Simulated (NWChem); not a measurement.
Ionisation of HBF

```xyz
3

B      0.6290    -0.3926     0.0000
F     -0.5341     0.1901     0.0000
H      1.6619     0.2522     0.0000
```
Charge 0, spin multiplicity 2.

Everything below was run with NWChem. Structure: optimised with UPBE0/def2-SVP, a minimum by its harmonic frequencies.

Basis set: def2-TZVP. The species with one electron less has spin multiplicity 1 and keeps the geometry of the parent. Δ marks differences of total energies (open shells unrestricted). −ε marks an orbital energy of the parent. That orbital need not have the symmetry of the hole or added electron in the Δ rows. That singlet is a closed-shell solution.

B3LYP has NWChem's definition, with VWN1-RPA local correlation. The structure started from a generated list of species. The unpaired electrons of the parent sit in orbitals of symmetry a' (Cs labels of the run); other states weren't searched. No SCF solution was tested for a lower state. Open-shell Hartree-Fock references start from PBE0 orbitals.

Q: For the first vertical ionisation energy, −ε(alpha HOMO) of B3LYP gives 5.94 eV and −ε(alpha HOMO) of PBE gives 4.85 eV. What do −ε(alpha HOMO) of BHandHLYP, ΔB3LYP, −ε(alpha HOMO) of HF give?

A: −ε(alpha HOMO) of BHandHLYP: 7.45 eV; ΔB3LYP: 9.32 eV; −ε(alpha HOMO) of HF: 9.89 eV.
